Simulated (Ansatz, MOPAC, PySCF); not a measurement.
Molecule: BH$_{2}$S$_{3}$, charge 0, multiplicity 2. SMILES: [S]B(S)S
Geometry from a B3LYP-D3(BJ)/def2-TZVP (Ansatz, a program for electronic structure) optimisation:
```
B
S 1 1.7701
S 1 1.8178 2 122.08
H 3 1.3437 1 97.67 2 0.00
S 1 1.8178 2 122.08 4 -180.00
H 5 1.3437 1 97.67 2 0.00
```
Charge 0, spin multiplicity 2.

Wanted: enthalpy of formation at 298 K, in kcal/mol. Terms: spin-orbit terms left out; 6-31G* and kin with 6d, 5d where marked; frozen cores in correlated levels; 6-311+G** with 5d, 6d on Na to Ar in Ansatz; PM7 with its own dispersion and hydrogen-bond terms; dispersion terms only where a functional's name holds one; UHF or UKS for open shells; non-relativistic; LANL2DZ with its own core potentials from Na on. Basis-set limits of correlation are two-point, X^-3; Hartree-Fock from the larger set. Ab initio and DFT rows: single points at B3LYP-D3(BJ) geometries (Ansatz), with unscaled harmonic terms from B3LYP/6-31G* (Ansatz) at its own minima, enthalpies of formation by atomisation with measured atoms. Semi-empirical rows: MOPAC heats of formation at their own minima for 298 K.

Coupled cluster (Ansatz) is a level with limits of its own, used here on species with T1 under 0.025 (0.045 for open shells) and stable references: CCSD(T)/CBS(aug-cc-pV(T+d)Z,aug-cc-pV(Q+d)Z).

Value to compare with, CCSD(T)/CBS(aug-cc-pV(T+d)Z,aug-cc-pV(Q+d)Z) (Ansatz): -2.8 kcal/mol.

```csv
level,program,enthalpy of formation at 298 K (kcal/mol),difference
PM7,MOPAC,-1.8,1.0
HF/3-21G,Ansatz,196.5,199.3
PBE/STO-3G,Ansatz,-153.5,-150.7
PBE/LANL2DZ,Ansatz,36.6,39.4
PBE/6-31G*,Ansatz,-11.5,-8.7
B3LYP/6-31G*,Ansatz,11.2,14.0
B3LYP/def2-SVP,Ansatz,1.5,4.3
M06-2X/6-31G* (5d),PySCF,2.0,4.8
M06-2X/6-311+G**,PySCF,3.0,5.8
MP2/6-31G*,Ansatz,40.9,43.7
PBE/def2-TZVPD,Ansatz,-18.2,-15.4
```

Among the 10 habitual levels, HF/3-21G lies farthest from CCSD(T)/CBS(aug-cc-pV(T+d)Z,aug-cc-pV(Q+d)Z) (Ansatz) (199.3 kcal/mol) and PM7 nearest (1.0); 8 of 10 lie above it, and their mean absolute difference is 47.2 kcal/mol, the median 11.3. One case shows no general order.

The levels are drawn from those run, B3LYP/6-31G* more often than the rest, none by its result; left out are runs that failed, that the program found above a lower state of the same kind, or whose <S^2> lies over 0.5 above the pure value.
